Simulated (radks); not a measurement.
The numbers below are computed, except where a source is named.
Kinetic energies: the exact non-interacting value of the Kohn-Sham orbitals and orbital-free approximations, in hartree. Species: F5+ [He] 2s2; Zn+ [Ar] 3d10 4s1; Ca [Ar] 4s2. Code: a radial shooting solver on a logarithmic mesh with Libxc functionals. Model: non-relativistic Kohn-Sham, r2SCAN, spin-polarised, spherical densities, point nucleus; meta-GGA in the generalised Kohn-Sham scheme. Every spin shell is full or empty, so the densities are truly spherical. Functionals are evaluated on that one density, not self-consistently.

| functional | F5+ | Zn+ | Ca |
|---|---|---|---|
| exact | 87.9139 | 1777.86 | 676.858 |
| Thomas-Fermi | 78.531 | 1665.3 | 630.02 |
| TF + vW | 156.80 | 2543.4 | 1013.8 |
| TF + vW/9 | 87.227 | 1762.8 | 672.66 |
| LC94 | 87.254 | 1776.4 | 677.61 |
| APBEK | 87.276 | 1778.0 | 678.40 |
| revAPBEK | 87.953 | 1782.2 | 680.53 |
| Perdew 92 | 87.244 | 1763.0 | 672.74 |
| Thakkar | 87.414 | 1768.4 | 675.64 |
| PG1 | 125.91 | 2107.5 | 829.03 |
| DePristo-Kress | 86.111 | 1774.9 | 677.08 |
